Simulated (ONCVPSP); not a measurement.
## Configuration tests for F (ONCV)

| Item | Value |
| --- | --- |
| Element | fluorine (F) |
| Generator | ONCVPSP 4.0.1 |
| Type | optimised norm-conserving Vanderbilt (ONCV) |
| Functional | PBEsol |
| Relativity | scalar-relativistic |
| Frozen core | [He] |
| Valence charge | 7 |
| Reference configuration | 2s2 2p4 (charge +1) |
| Partial waves | 2s: rc 0.60 bohr, ncon 3, nbas 6, qcut 10 1/bohr, 1 projector; 2p: rc 1.35 bohr, ncon 5, nbas 8, qcut 11.5 1/bohr, 2 projectors, debl 1.7 Ha; d scattering state at 0.36 Ha: rc 1.20 bohr, ncon 5, nbas 8, qcut 6.7 1/bohr, 1 projector |
| Local potential | polynomial inside 0.55 bohr (lpopt 5, dvloc0 -1 Ha) |
| Core correction | polynomial model core, fcfact 0.2 |

Energies are relative to the spin-unpolarised reference configuration 2s2 2p4; without spin polarisation the order of configurations can differ from experiment.

```tsv
valence configuration	charge	ΔE all-electron (eV)	error AE − PS (meV)
2s2 2p3	+2	38.278	+51
2s2 2p4.5	+0.5	-11.807	+6.4
```

**Question.** What are ΔE and the potential's error for 2s2 2p5?

**Answer.** ΔE = -19.317 eV all-electron; the error (AE − PS) is +17 meV.

**Question.** What are ΔE and the potential's error for 2s2 2p2?

**Answer.** ΔE = 98.767 eV all-electron; the error (AE − PS) is +329 meV.
